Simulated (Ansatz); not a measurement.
A series at Si: from `O[SiH](O)O`, ligands are replaced one by one, each step taking up H–F and setting free H₂O; n counts the steps. Ansatz, PBE0-D4/def2-TZVP geometries. Each molecule was computed in one conformer, which needn't be the lowest.

CBS adds triple-zeta CCSD(T) − MP2 to the MP2 limit, frozen cores; atoms without spin–orbit coupling. 

| n | molecule | atomization energy, CCSD(T)/CBS (kJ/mol) |
| --- | --- | --- |
| 0 | `O[SiH](O)O` | 3173.5 |
| 1 | `O[SiH](O)F` | 2834.5 |
| 2 | `O[SiH](F)F` | 2492.4 |
| 3 | `F[SiH](F)F` | ? |

Problem. By hand: fit a straight line y = ȳ + b (n − n̄) to the 3 given rows and predict n = 3.

Solution. n̄ = 1.000, ȳ = 2833.47; Σ(n − n̄)(y − ȳ) = -681.10, Σ(n − n̄)² = 2.000, so b = -340.55 kJ/mol a step. Prediction: 2833.47 + (-340.55) × (2.000) = 2152.4 kJ/mol.

Problem. By hand: compare with the computed value, 2145.3 kJ/mol, and give the steps along the whole series.

Solution. The line misses by -7.1 kJ/mol (computed minus predicted). Steps: -339.0, -342.1, -347.1 kJ/mol.

The steps differ by at most 8.1 kJ/mol, 2.4 % of a mean step, so the ligands' effects nearly add and a line is close. The miss is 0.7 % of the series' range. The energies themselves are unsure by some kJ/mol a bond, though much of that is common to the series.
